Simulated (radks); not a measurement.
Values are calculated unless marked as measured or tabulated.
Species: Si+. Configuration: [Ne] 3s2 3p1. Code: a radial shooting solver on a logarithmic mesh with Libxc functionals. Model: Dirac Kohn-Sham, PBE, spin-unpolarised, spherical densities, point nucleus; open shells fill j = l - 1/2 first. Some entries of the table are withheld. Estimate them.

orbital,occ.,eigenvalue (eV),<1/r> (bohr^-1)
1s1/2,2,-1795.469,(1)
2s1/2,2,-148.9730,(2)
2p1/2,2,(3),2.471
2p3/2,4,(4),2.458
3s1/2,2,-19.0258,(5)
3p1/2,1,-11.6761,(6)
3p3/2,0,-11.6350,(7)

Answer. 
(1) 1s1/2 <1/r> (bohr^-1): 13.64
(2) 2s1/2 <1/r> (bohr^-1): 2.583
(3) 2p1/2 eigenvalue (eV): -105.4788
(4) 2p3/2 eigenvalue (eV): -104.8308
(5) 3s1/2 <1/r> (bohr^-1): 0.6593
(6) 3p1/2 <1/r> (bohr^-1): 0.5446
(7) 3p3/2 <1/r> (bohr^-1): 0.5430
